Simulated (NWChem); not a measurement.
System meant: YClF2; SMILES [F][Y]([F])[Cl]

Input file for NWChem:

```
start job
memory heap 200 mb stack 900 mb global 1100 mb
geometry units angstroms noautoz
  Y      0.327301    -0.174011     0.000000
  F      0.540242    -1.176947     1.696612
  F      0.540242    -1.176947    -1.696612
  Cl    -0.176249     2.240404     0.000000
end
basis spherical
  Y library def2-svp
  F library def2-svp
  Cl library def2-svp
end
ecp
  Y library def2-ecp
end
dft
  xc xpbe96 cpbe96
  iterations 4
  mulliken
end
task dft energy
```

End of the output:

```
    Atom       Charge   Shell Charges
 -----------   ------   -------------------------------------------------------
    1 Y   11    10.82   0.00  0.81  1.06  0.27  0.08  5.05  1.18  0.27  1.08  0.66  0.37
    2 F    9     9.12   1.98  1.02  0.77  3.18  2.16  0.00
    3 F    9     9.12   1.98  1.02  0.77  3.18  2.16  0.00
    4 Cl  17    16.95   2.00  1.96  1.03  0.76  5.82  2.26  3.12  0.01

 center of mass
 --------------
 x =   0.00000000 y =   0.00000000 z =   0.04737064

 moments of inertia (a.u.)
 ------------------
        1243.501102559126           0.000000000000           0.000000000000
           0.000000000000         852.921316433324           0.000000000000
           0.000000000000           0.000000000000         390.579786125801

     Multipole analysis of the density
     ---------------------------------

     L   x y z        total         alpha         beta         nuclear
     -   - - -        -----         -----         ----         -------
     0   0 0 0     -0.000000    -23.000000    -23.000000     46.000000

     1   1 0 0     -0.000000     -0.000000     -0.000000      0.000000
     1   0 1 0      0.000000      0.000000      0.000000      0.000000
     1   0 0 1      0.344311      8.564131      8.564131    -16.783951

     2   2 0 0    -27.823641    -13.911820    -13.911820      0.000000
     2   1 1 0      0.000000      0.000000      0.000000      0.000000
     2   1 0 1     -0.000000     -0.000000     -0.000000      0.000000
     2   0 2 0    -38.624771   -111.825915   -111.825915    185.027059
     2   0 1 1     -0.000000     -0.000000     -0.000000      0.000000
     2   0 0 2    -40.069828   -220.138033   -220.138033    400.206239

 ------------------------------------------------------------------------
 dft energy failed                                                                                  0
 ------------------------------------------------------------------------
 ------------------------------------------------------------------------
  current input line :
    22: task dft energy
 ------------------------------------------------------------------------
 ------------------------------------------------------------------------
 This type of error is most commonly associated with calculations not reaching convergence criteria
 ------------------------------------------------------------------------
 For more information see the NWChem manual at https://nwchemgit.github.io

0:dft energy failed:Received an Error in Communication
```

**Question.** Find the fault in this run and fix the input.

**Answer.** Convergence was not reached. Cause: the SCF was allowed too few iterations. This input runs:
```
start job
memory heap 200 mb stack 900 mb global 1100 mb
geometry units angstroms noautoz
  Y      0.327301    -0.174011     0.000000
  F      0.540242    -1.176947     1.696612
  F      0.540242    -1.176947    -1.696612
  Cl    -0.176249     2.240404     0.000000
end
basis spherical
  * library def2-svp
end
ecp
  Y library def2-ecp
end
dft
  xc xpbe96 cpbe96
  iterations 150
  mulliken
end
task dft energy
```
It converges to -697.80068 Ha (PBE/def2-SVP with def2 effective core potentials on Y).
